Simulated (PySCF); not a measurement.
# Correlation energy of Sb (antimony, neutral)

[Kr] 4d10 5s2 5p3, high-spin 4S determinant. Computed with PySCF 2.14 in aug-cc-pVQZ-DK3, with scalar relativity by spin-free X2C-1e. Frozen: [Kr] 4d10; 5 electrons correlated.

```tsv
level	correlation energy (mhartree)
CCSD	-76.38
(T)	-2.96
CCSD(T)	-79.34
```

Diagnostics: T1 = 0.0038, D1 = 0.0100, largest double amplitude 0.033.

Cost of the coupled-cluster step: roughly 26 core-seconds, for 5 correlated electrons.
